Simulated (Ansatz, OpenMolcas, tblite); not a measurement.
**C2H8GaN (SMILES [CH3][Ga]([CH3])[NH2]): the vertical ionisation energy, rung by rung**

C2H8GaN: 12 atoms, total charge 0, spin state singlet. SMILES: `[CH3][Ga]([CH3])[NH2]`. The shape is that of a PBE0-D4/def2-TZVP optimisation.

```tsv
atom	x (Å)	y (Å)	z (Å)
C	-0.4966	1.7951	-0.3831
Ga	-0.0788	-0.0979	-0.0520
C	1.4423	-0.7830	0.9894
N	-1.2068	-1.3332	-0.7791
H	-1.3899	1.9103	-0.9990
H	-0.6593	2.3233	0.5599
H	0.3361	2.2901	-0.8892
H	1.4143	-0.3972	2.0116
H	1.4434	-1.8733	1.0341
H	2.3877	-0.4567	0.5484
H	-2.0172	-1.1049	-1.3294
H	-1.0982	-2.3280	-0.6775
```

Quantity: the vertical ionisation energy (to the doublet cation), in eV. The values are calculated.

```csv
level,kind,program,value (eV),CPU time (all runs)
IPEA1-xTB,semi-empirical,tblite,13.69,under 2 s
HF/cc-pVDZ,Hartree–Fock,Ansatz,7.63,23 s
SVWN5/cc-pVDZ,LDA,Ansatz,8.97,28 s
PBE/cc-pVDZ,GGA,OpenMolcas,8.77,5.5 min
TPSS/cc-pVDZ,meta-GGA,OpenMolcas,8.75,5.9 min
B3LYP/cc-pVDZ,global hybrid,Ansatz,9.03,68 s
MP2/cc-pVDZ,perturbation theory,Ansatz,9.04,26 s
CCSD/cc-pVDZ,coupled cluster or CI,Ansatz,8.85,4.6 min
```

All-electron rows without a relativistic Hamiltonian named are non-relativistic. The values span 7.63 to 13.69 eV. The xTB values lack the empirical shift that such differences need. In the correlated wave-function rows the outer d shell of Ga is correlated, in sets not made for it. Times are those of the runs behind each value, whatever else they computed, on shared processors of several kinds: orders of magnitude only.
